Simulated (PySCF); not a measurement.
C8H11NSi.
SMILES with atom numbers: `[cH:1]1[cH:2][c:3]([CH:4]2[CH2:5][SiH2:6][CH2:7]2)[cH:8][cH:9][n:10]1` (hydrogens: H11 on C1; H12 on C2; H13 on C4; H14, H15 on C5; H16, H17 on Si6; H18, H19 on C7; H20 on C8; H21 on C9)

The same species was optimised twice, with GFN2-xTB and with PBE0-D3(BJ)/def2-SVP (PySCF), and the same property calculations (PySCF, gas phase) were run on both structures.

| coordinate | GFN2-xTB | PBE0-D3(BJ)/def2-SVP | change |
| --- | --- | --- | --- |
| C4–C7 (Å) | 1.552 | 1.571 | +0.019 |
| C4–C5 (Å) | 1.552 | 1.570 | +0.018 |
| Si6–C7 (Å) | 1.911 | 1.896 | -0.015 |
| C5–Si6 (Å) | 1.910 | 1.896 | -0.014 |
| C8–C9 (Å) | 1.386 | 1.395 | +0.009 |
| C3–C4 (Å) | 1.494 | 1.504 | +0.010 |
| C1–C2 (Å) | 1.384 | 1.392 | +0.008 |
| C1–N10 (Å) | 1.323 | 1.332 | +0.009 |
| C2–C3 (Å) | 1.393 | 1.401 | +0.008 |
| C9–N10 (Å) | 1.321 | 1.329 | +0.008 |
| C3–C8 (Å) | 1.391 | 1.396 | +0.005 |
| C5–Si6–C7 (°) | 76.7 | 80.0 | +3.3 |
| C4–C7–Si6 (°) | 91.7 | 89.0 | -2.7 |
| C4–C5–Si6 (°) | 91.7 | 89.0 | -2.7 |
| C5–C4–C7 (°) | 99.6 | 101.8 | +2.2 |
| C3–C4–C5 (°) | 112.7 | 113.5 | +0.8 |
| C3–C4–C7 (°) | 112.7 | 113.4 | +0.7 |
| C2–C3–C4 (°) | 121.1 | 121.7 | +0.6 |
| C2–C3–C8 (°) | 117.2 | 116.6 | -0.6 |
| C2–C3–C4–C5 (°) | -56 | -57 | -1 |

Rotational constants: A = 3118, B = 664.9, C = 610.4 MHz (GFN2-xTB) against A = 3090, B = 654.5, C = 604.1 MHz (PBE0-D3(BJ)/def2-SVP). Point groups within 0.08 Å: Cs and Cs. Atoms that the bonding makes alike are paired by their places after alignment.

On the GFN2-xTB structure: HOMO (eV) -7.25 [PBE0/pcSseg-1]; LUMO (eV) -0.74 [PBE0/pcSseg-1]; dipole (D) 2.80 [PBE0/pcSseg-1]; GIAO shielding of C1/C9 (mean) (ppm) 30.8 [PBE0/pcSseg-1]; GIAO shielding of C2/C8 (mean) (ppm) 60.9 [PBE0/pcSseg-1]; GIAO shielding of C3 (ppm) 18.8 [PBE0/pcSseg-1]; GIAO shielding of C4 (ppm) 144.8 [PBE0/pcSseg-1]; GIAO shielding of C5/C7 (mean) (ppm) 166.3 [PBE0/pcSseg-1]; GIAO shielding of Si6 (ppm) 386.8 [PBE0/pcSseg-1]; GIAO shielding of N10 (ppm) -86.2 [PBE0/pcSseg-1].

Question: What do these properties become on the PBE0-D3(BJ)/def2-SVP structure?

Answer: 
```
                                    property          level  on GFN2-xTB  on PBE0-D3(BJ)/def2-SVP  change
                                   HOMO (eV)  PBE0/pcSseg-1        -7.25                    -7.32   -0.07
                                   LUMO (eV)  PBE0/pcSseg-1        -0.74                    -0.82   -0.08
                                  dipole (D)  PBE0/pcSseg-1         2.80                     2.66   -0.14
energy, GFN2-xTB geometry as zero (kcal/mol)  PBE0/pcSseg-1          0.0                     -1.9    -1.9
        GIAO shielding of C1/C9 (mean) (ppm)  PBE0/pcSseg-1         30.8                     28.2    -2.6
        GIAO shielding of C2/C8 (mean) (ppm)  PBE0/pcSseg-1         60.9                     58.2    -2.7
                  GIAO shielding of C3 (ppm)  PBE0/pcSseg-1         18.8                     18.9    +0.1
                  GIAO shielding of C4 (ppm)  PBE0/pcSseg-1        144.8                    140.8    -4.0
        GIAO shielding of C5/C7 (mean) (ppm)  PBE0/pcSseg-1        166.3                    166.5    +0.2
                 GIAO shielding of Si6 (ppm)  PBE0/pcSseg-1        386.8                    379.5    -7.3
                 GIAO shielding of N10 (ppm)  PBE0/pcSseg-1        -86.2                    -90.7    -4.5
```

The heavy atoms differ by 0.034 Å rms after alignment (one structure mirrored). Among bonds between heavy atoms C4–C5 and C4–C7 change most and about equally (+0.018 to +0.019 Å). Changes are differences of the printed values. Neither structure is proved a minimum here.

The values belong to the conformer `[cH:1]1[cH:2][c:3]([CH:4]2[CH2:5][SiH2:6][CH2:7]2)[cH:8][cH:9][n:10]1`: C2–C3–C4–C5 -57°.
